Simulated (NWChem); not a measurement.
System: C2H6O3Si; SMILES C[Si](O)(O)C=O

Excerpt of the output:

```
             Northwest Computational Chemistry Package (NWChem) 7.3.0
             --------------------------------------------------------

                             Geometry "geometry" -> ""
                             -------------------------

 Output coordinates in angstroms (scale by  1.889725989 to convert to a.u.)

  No.       Tag          Charge          X              Y              Z
 ---- ---------------- ---------- -------------- -------------- --------------
    1 C                    6.0000    -1.86550900    -0.91486900    -0.44761400
    2 Si                  14.0000    -0.11309500    -0.48649300     0.01793100
    3 O                    8.0000     0.18260200    -0.48814800     1.64943100
    4 O                    8.0000     0.87041100    -1.54403200    -0.80494900
    5 C                    6.0000     0.34376200     1.34696300    -0.40713700
    6 O                    8.0000     0.73066600     2.06215700     0.50942100
    7 H                    1.0000    -2.57499200    -0.18760900    -0.03765700
    8 H                    1.0000    -2.13075600    -1.90349200    -0.05629700
    9 H                    1.0000    -1.98759300    -0.94190500    -1.53628900
   10 H                    1.0000     0.50269900     0.39562400     1.91411900
   11 H                    1.0000     1.76524700    -1.64848700    -0.45093900
   12 H                    1.0000     0.28346400     1.78185800    -1.43364700

 Effective nuclear repulsion energy (a.u.)     310.4923261903

                                 NWChem DFT Module
                                 -----------------

 Summary of "ao basis" -> "ao basis" (spherical)
 ------------------------------------------------------------------------------
       Tag                 Description            Shells   Functions and Types
 ---------------- ------------------------------  ------  ---------------------
 C                           sto-3g                  3        5   2s1p
 Si                          sto-3g                  5        9   3s2p
 O                           sto-3g                  3        5   2s1p
 H                           sto-3g                  1        1   1s

 in cosmo_initialize ...
 calling solv_data for solv:h2o

 solvent parameters
 solvname_short: h2o
 solvname_long:  water
 dielec:       78.4000
 dielecinf:     1.7769
 aqueous SMD model solvent descriptors
 dielec:       78.4000
 sola:          0.8200

          ---------------
          -cosmo- solvent
          ---------------
 Cosmo: York-Karplus, doi: 10.1021/jp992097l
 dielectric constant -eps-     =  78.40
 screen = (eps-1)/(eps    )    =   0.98724
 surface charge correction     = lagrangian

   van der Waals surface
 --------------------------

 ---------- ATOMIC COORDINATES (A.U.) ------------ VDWR(ANG.) --
     1   -3.52530084   -1.72885173   -0.84586781     1.850
     2   -0.21371856   -0.91933847    0.03388468     2.470
     3    0.34506774   -0.92246596    3.11697263     1.520
     4    1.64483829   -2.91779740   -1.52113304     1.520
     5    0.64961599    2.54539099   -0.76937737     1.850
     6    1.38075853    3.89691168    0.96266610     1.520
     7   -4.86602930   -0.35452960   -0.07116141     1.200
     8   -4.02654499   -3.59707830   -0.10638590     1.200
     9   -3.75600615   -1.77994236   -2.90316525     1.200
    10    0.94996336    0.74762095    3.61716042     1.200
    11    3.33583313   -3.11518873   -0.85215115     1.200
    12    0.53566929    3.36722337   -2.70919999     1.200
 number of segments per atom =        128
 number of   points per atom =        128
 atom (   nspa,  nppa )
 ----------------------
    1 (     41,     0 )       0
    2 (     59,     0 )       0
    3 (     45,     0 )       0
    4 (     45,     0 )       0
    5 (     46,     0 )       0
    6 (     70,     0 )       0
    7 (     52,     0 )       0
    8 (     53,     0 )       0
    9 (     52,     0 )       0
   10 (     50,     0 )       0
   11 (     60,     0 )       0
   12 (     54,     0 )       0
 number of -cosmo- surface points =      627
 molecular surface =    122.787 angstrom**2
 molecular volume  =    107.923 angstrom**3
 -lineq- algorithm             =   0
 -bem- low  level              =   3
 -bem- from -octahedral-
 gaussian surface charge width =   4.50000
 degree of switching           =   1.00000
 switching function tolerance  =   0.00010
 atomic radii =
 --------------
    1  6.000  1.850
    2 14.000  2.470
    3  8.000  1.520
    4  8.000  1.520
    5  6.000  1.850
    6  8.000  1.520
    7  1.000  1.200
    8  1.000  1.200
    9  1.000  1.200
   10  1.000  1.200
   11  1.000  1.200
   12  1.000  1.200
 ...... end of -cosmo- initialization ......

 nat:                    12
 ixmem:                  7844
 calling mnsol_interface()
 G(SMD-CDS) energy (kcal/mol)  =     4.972
 SMD-CDS SASA (angstrom**2)    =   160.675

            General Information
            -------------------
          SCF calculation type: DFT
          Wavefunction type:  closed shell.
          No. of atoms     :    12
          No. of electrons :    56
           Alpha electrons :    28
            Beta electrons :    28
          Charge           :     0
          Spin multiplicity:     1
          Use of symmetry is: off; symmetry adaption is: off
          Maximum number of iterations: 150
          AO basis - number of functions:    40
                     number of shells:    26
          Convergence on energy requested:  1.00D-06
          Convergence on density requested:  1.00D-05
          Convergence on gradient requested:  5.00D-04

              XC Information
              --------------
                         PBE0 Method XC Functional
                     Hartree-Fock (Exact) Exchange  0.250
          PerdewBurkeErnzerhof Exchange Functional  0.750
            Perdew 1991 LDA Correlation Functional  1.000 local
           PerdewBurkeErnz. Correlation Functional  1.000 non-local

             Grid Information
             ----------------
          Grid used for XC integration:  medium
          Radial quadrature: Mura-Knowles
          Angular quadrature: Lebedev.
          Tag              B.-S. Rad. Rad. Pts. Rad. Cut. Ang. Pts.
          ---              ---------- --------- --------- ---------
          C                   0.70       49          10.0       434
          Si                  1.10       88           8.0       590
          O                   0.60       49          12.0       434
          H                   0.35       45          11.0       434
          Grid pruning is: on
          Number of quadrature shells:   603
          Spatial weights used:  Erf1

      Superposition of Atomic Density Guess
      -------------------------------------

 Sum of atomic energies:        -583.94031316

      Non-variational initial energy
      ------------------------------

 Total energy =    -584.464448
 1-e energy   =   -1432.815347
 2-e energy   =     537.858573
 HOMO         =      -0.086942
 LUMO         =       0.174368

   convergence    iter        energy       DeltaE   RMS-Dens  Diis-err
 ---------------- ----- ----------------- --------- --------- ---------
     COSMO gas phase
 d= 0,ls=0.0,diis     1   -586.8519396243 -8.97D+02  7.74D-02  1.62D+00
 d= 0,ls=0.0,diis     2   -586.2988015087  5.53D-01  5.11D-02  6.03D+00
 d= 0,ls=0.0,diis     3   -587.1275838982 -8.29D-01  8.47D-03  5.30D-02
 d= 0,ls=0.0,diis     4   -587.1333517708 -5.77D-03  3.03D-03  2.06D-02
 d= 0,ls=0.0,diis     5   -587.1363657147 -3.01D-03  2.87D-04  1.38D-04
  Resetting Diis
 d= 0,ls=0.0,diis     6   -587.1363831861 -1.75D-05  9.92D-05  1.76D-05
 d= 0,ls=0.0,diis     7   -587.1363857152 -2.53D-06  3.78D-05  5.11D-07
 d= 0,ls=0.0,diis     8   -587.1363855820  1.33D-07  2.41D-05  1.45D-06
 d= 0,ls=0.0,diis     9   -587.1363857857 -2.04D-07  3.77D-06  2.61D-08

   convergence    iter        energy       DeltaE   RMS-Dens  Diis-err
 ---------------- ----- ----------------- --------- --------- ---------
     COSMO solvation phase
 d= 0,ls=0.0,diis     1   -587.1397896566 -3.40D-03  2.84D-03  2.80D-03
 d= 0,ls=0.0,diis     2   -587.1399138862 -1.24D-04  1.42D-03  3.20D-03
 d= 0,ls=0.0,diis     3   -587.1403591801 -4.45D-04  3.92D-04  2.62D-04
 d= 0,ls=0.0,diis     4   -587.1403956218 -3.64D-05  1.07D-04  1.71D-05
 d= 0,ls=0.0,diis     5   -587.1403983440 -2.72D-06  1.48D-05  2.04D-07
 d= 0,ls=0.0,diis     6   -587.1403983805 -3.64D-08  3.36D-06  1.06D-08

         Total DFT energy =     -587.140398380481
      One electron energy =    -1431.122675451027
           Coulomb energy =      593.257347046800
    Exchange-Corr. energy =      -59.783291160120
 Nuclear repulsion energy =      310.492326190331

             COSMO energy =        0.015894993534

 Numeric. integr. density =       56.000004973204

                                COSMO-SMD solvation results
                                ---------------------------

             internal energy in gas <Psi(g)|H|Psi(g)> =      -587.136385785671
         internal energy in solvent <Psi(s)|H|Psi(s)> =      -587.135732060550
                               delta internal energy  =         0.000653725121 (    0.41 kcal/mol)
   total free energy in solvent <Psi(s)|H+V/2|Psi(s)> =      -587.148322489930
 polarization energy contribution <Psi(s)|V/2|Psi(s)> =        -0.012590429380 (   -7.90 kcal/mol)
    total free energy in solvent including G(SMD-CDS) =      -587.140398380481
                       G(SMD-CDS) energy contribution =         0.007924109448 (    4.97 kcal/mol)
     1 M fixed-concentration free energy of solvation =        -0.004012594810 (   -2.52 kcal/mol)

                       DFT Final Molecular Orbital Analysis
                       ------------------------------------

 Vector   26  Occ=2.000000D+00  E=-1.899619D-01
              MO Center=  7.3D-01, -6.1D-01, -4.5D-01, r^2= 3.2D+00
   Bfn.  Coefficient  Atom+Function         Bfn.  Coefficient  Atom+Function
  ----- ------------  ---------------      ----- ------------  ---------------
    23      0.562516   4 O  py               24     -0.507931   4 O  pz
    33      0.330630   6 O  py               34     -0.307916   6 O  pz
    22      0.258048   4 O  px               13      0.239395   2 Si py
    40     -0.163359  12 H  s                14     -0.128758   2 Si pz
    17     -0.125499   3 O  px               16      0.089763   3 O  s

 Vector   27  Occ=2.000000D+00  E=-1.612636D-01
              MO Center=  2.3D-01, -6.8D-01,  1.1D+00, r^2= 1.8D+00
   Bfn.  Coefficient  Atom+Function         Bfn.  Coefficient  Atom+Function
  ----- ------------  ---------------      ----- ------------  ---------------
    17      0.830767   3 O  px               24     -0.354069   4 O  pz
    18     -0.224562   3 O  py               19     -0.224769   3 O  pz
    23     -0.210147   4 O  py                3      0.155978   1 C  px
     2      0.095421   1 C  s                 5      0.054158   1 C  pz
    21      0.053692   4 O  s                37     -0.049542   9 H  s

 Vector   28  Occ=2.000000D+00  E=-1.263946D-01
              MO Center=  5.5D-01,  7.1D-01, -7.9D-02, r^2= 3.7D+00
   Bfn.  Coefficient  Atom+Function         Bfn.  Coefficient  Atom+Function
  ----- ------------  ---------------      ----- ------------  ---------------
    33      0.561400   6 O  py               23     -0.444882   4 O  py
    34     -0.396817   6 O  pz               40     -0.315388  12 H  s
    28     -0.254351   5 C  py               24      0.223256   4 O  pz
    19      0.205142   3 O  pz               26      0.191678   5 C  s
    13      0.180131   2 Si py               22     -0.153228   4 O  px

 Vector   29  Occ=0.000000D+00  E= 8.468770D-02
              MO Center=  4.8D-01,  1.5D+00, -2.6D-02, r^2= 1.3D+00
   Bfn.  Coefficient  Atom+Function         Bfn.  Coefficient  Atom+Function
  ----- ------------  ---------------      ----- ------------  ---------------
    27      0.751981   5 C  px               32     -0.696333   6 O  px
    28     -0.226804   5 C  py               33      0.208511   6 O  py
    29     -0.140516   5 C  pz               12      0.133974   2 Si px
    34      0.129526   6 O  pz               23     -0.120071   4 O  py
     3      0.086561   1 C  px                2      0.084165   1 C  s

 Vector   30  Occ=0.000000D+00  E= 2.634644D-01
              MO Center=  2.1D-02, -5.6D-01,  1.8D-02, r^2= 2.7D+00
   Bfn.  Coefficient  Atom+Function         Bfn.  Coefficient  Atom+Function
  ----- ------------  ---------------      ----- ------------  ---------------
    11      1.062345   2 Si s                21     -0.487972   4 O  s
     2     -0.455135   1 C  s                26     -0.436300   5 C  s
     3     -0.431270   1 C  px               16     -0.429901   3 O  s
    24     -0.350369   4 O  pz               19      0.343677   3 O  pz
    39      0.303822  11 H  s                28      0.296948   5 C  py

 Vector   31  Occ=0.000000D+00  E= 2.938853D-01
              MO Center= -5.6D-02, -2.1D-01,  1.0D-01, r^2= 2.8D+00
   Bfn.  Coefficient  Atom+Function         Bfn.  Coefficient  Atom+Function
  ----- ------------  ---------------      ----- ------------  ---------------
    14      0.754059   2 Si pz               13     -0.602584   2 Si py
    26      0.600986   5 C  s                16     -0.507629   3 O  s
    38      0.411904  10 H  s                28     -0.320610   5 C  py
    36     -0.266092   8 H  s                37      0.248246   9 H  s
    33      0.242356   6 O  py               19      0.234627   3 O  pz

     Multipole analysis of the density
     ---------------------------------

     L   x y z        total         alpha         beta         nuclear
     -   - - -        -----         -----         ----         -------
     0   0 0 0     -0.000000    -28.000000    -28.000000     56.000000

     1   1 0 0      0.086399      0.597183      0.597183     -1.107967
     1   0 1 0      0.049182      6.149697      6.149697    -12.250211
     1   0 0 1     -0.273199     -4.249628     -4.249628      8.226057

     2   2 0 0    -25.738680   -103.820567   -103.820567    181.902454
     2   1 1 0     -1.616406    -33.988914    -33.988914     66.361422
     2   1 0 1      0.297334    -12.268714    -12.268714     24.834761
     2   0 2 0    -31.521663   -167.199762   -167.199762    302.877862
     2   0 1 1     -1.009495    -20.962540    -20.962540     40.915584
     2   0 0 2    -30.295097    -85.699511    -85.699511    141.103925
```

Level: PBE0/STO-3G, SMD on the gas-phase geometry. Coordinates come from a B3LYP/6-31G* (spherical d) optimisation. Solvent: water.

**Question.** Write an input that gives this output.

**Answer.** This is not unique; one that fits is the input that was run:
```
start job
memory heap 200 mb stack 900 mb global 1100 mb
geometry units angstroms noautosym nocenter noautoz
  C     -1.865509    -0.914869    -0.447614
  Si    -0.113095    -0.486493     0.017931
  O      0.182602    -0.488148     1.649431
  O      0.870411    -1.544032    -0.804949
  C      0.343762     1.346963    -0.407137
  O      0.730666     2.062157     0.509421
  H     -2.574992    -0.187609    -0.037657
  H     -2.130756    -1.903492    -0.056297
  H     -1.987593    -0.941905    -1.536289
  H      0.502699     0.395624     1.914119
  H      1.765247    -1.648487    -0.450939
  H      0.283464     1.781858    -1.433647
end
basis spherical
  * library sto-3g
end
dft
  xc pbe0
  iterations 150
end
cosmo
  do_cosmo_smd true
  solvent water
end
task dft energy
```
